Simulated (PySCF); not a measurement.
C4H9O, SMILES C1CC[OH+]C1, charge +1.

Coordinates come from a B3LYP-D3(BJ)/def2-SVP optimisation. The isomer is the one that the SMILES or the coordinates give; other isomers of the formula were not compared. One conformer was computed; it need not be the lowest.

Two levels are set side by side: PBE/def2-TZVP (PySCF) and M06-2X/def2-TZVP (PySCF). Same geometry, gas phase. Differences are taken from unrounded values.

| quantity | M06-2X |
|---|---|
| orbital gap (eV) | 11.75 |
| highest occupied level (eV) | -16.00 |
| lowest empty level (eV) | -4.25 |
| mean polarisability (bohr³) | 45.9 |

What does PBE give, and how far is it from M06-2X? (Estimate from the structure and the level; the computed values follow.)


```csv
quantity,PBE,PBE minus M06-2X
orbital gap (eV),7.10,-4.65
highest occupied level (eV),-13.20,2.80
lowest empty level (eV),-6.10,-1.85
mean polarisability (bohr³),47.4,1.6
```

PBE's occupied levels lie high since its potential decays too fast outside the molecule; exact exchange lowers them and widens the gap. Loosely held outer electrons make PBE densities more polarisable. Differences between two approximate levels are no errors against the true value.

Rough cost on one machine, each run with all the roots and properties that it gave: M06-2X against PBE about 4 times.
